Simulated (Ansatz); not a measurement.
A made-up structure of C2H3Se (charge -1), singlet:

C1  (-0.478, 0.140, -0.581)
C2  (0.329, 0.023, 0.485)
Se3  (1.409, -1.430, 0.990)
H4  (-0.584, -0.663, -1.305)
H5  (-1.052, 1.050, -0.750)
H6  (2.649, -1.873, 1.730)
(Å)

It is relaxed with PBE-D4/def2-SVPD and then PBE0-D4/def2-TZVPD (Ansatz 0.2.0). Atoms count as bonded within 1.22 times the sum of their covalent radii (H–H: 0.88 Å). The end point is not checked to be a true minimum.

Does its bonding change? (A judgement: the text doesn't fix the answer.)

By the calculation: No: no bond forms or breaks.

Where it ends: The first stage lowers the energy by 2.07 eV in 9 steps. It ends as C₂H₃Se ([CH2][C][SeH]), total charge -1:
| atom | x (Å) | y (Å) | z (Å) |
| --- | --- | --- | --- |
| C1 | -0.3634 | 0.0819 | -0.4825 |
| C2 | 0.5446 | 0.0621 | 0.5109 |
| Se3 | 1.3710 | -1.7314 | 0.6213 |
| H4 | -0.6451 | -0.7387 | -1.1604 |
| H5 | -0.9059 | 1.0138 | -0.6645 |
| H6 | 2.2730 | -1.4405 | 1.7453 |

Labels in which every atom is bracketed show which atoms are joined, not bond orders.

For scale, one of the runs: PBE0-D4/def2-TZVPD relaxation, 158 basis functions, launched by `ansatz run in.yaml --threads 2 --pin off --events-out ev --progress --plain --max-ram 4352MiB`. Hardware: 2 CPU threads of an AMD EPYC 9B14, shared host. Wall time about 17 s.
